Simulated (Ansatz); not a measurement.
Molecule: ZnF, net charge 1, singlet state. SMILES: [F][Zn+]
Coordinates optimised at B3LYP-D3(BJ)/def2-TZVP (Ansatz, a program for electronic structure):
```
Zn
F 1 1.7248
```
Charge +1, spin multiplicity 1.

Wanted: vertical ionisation energy (to the doublet state of charge +2; each state is the SCF solution reached for its spin), in eV. Valence correlation only, unless marked. Open shells are spin-unrestricted. No spin-orbit coupling. Frozen are the shells of the preceding noble gas and the d and f shells that filled before the atom's block. No relativistic terms. CBS(X,Y): correlation extrapolated as X^-3; Hartree-Fock from the larger set.

```json
[
 {"level": "SVWN5/def2-TZVPD", "program": "Ansatz", "vertical ionisation energy (eV)": "21.14", "minus last row": "1.03"},
 {"level": "CAM-B3LYP/def2-TZVPD", "program": "Ansatz", "vertical ionisation energy (eV)": "20.31", "minus last row": "0.20"},
 {"level": "wB97M-V/def2-TZVPD", "program": "Ansatz", "vertical ionisation energy (eV)": "20.04", "minus last row": "-0.07"},
 {"level": "CCSD/def2-SVPD", "program": "Ansatz", "vertical ionisation energy (eV)": "19.52", "minus last row": "-0.59"},
 {"level": "CCSD/def2-QZVPPD", "program": "Ansatz", "vertical ionisation energy (eV)": "19.80", "minus last row": "-0.31"},
 {"level": "CCSD/CBS(def2-TZVPPD,def2-QZVPPD)", "program": "Ansatz", "vertical ionisation energy (eV)": "19.89", "minus last row": "-0.22"},
 {"level": "CCSD(T)/CBS(def2-TZVPPD,def2-QZVPPD)", "program": "Ansatz", "vertical ionisation energy (eV)": "20.11", "minus last row": "0.00"}
]
```
